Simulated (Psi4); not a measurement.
Pair of molecules: CHN (SMILES C#N) (first 3 atoms) with H2 (SMILES [H][H]); geometry from B3LYP-D3(BJ)/def2-TZVP, rigid monomers moved along the line of their centres of mass till N2···H4 is 5.06 Å.
(charge 0, multiplicity 1):
```xyz
5

C      0.1701     0.5681    -0.6967
N      0.0993     0.3457     0.4252
H      0.2360     0.7751    -1.7411
H     -0.1908    -0.5694     5.3948
H     -0.2324    -0.7008     6.1270
```

These are SAPT0/jun-cc-pV(D+d)Z in Psi4 values and carry that method's errors.

Give the four SAPT terms and the total, and say what mostly holds the pair together.

electrostatics -2.5, exchange 0.0, induction -0.2, dispersion -0.7, total -3.4 meV; the largest attraction is electrostatics.
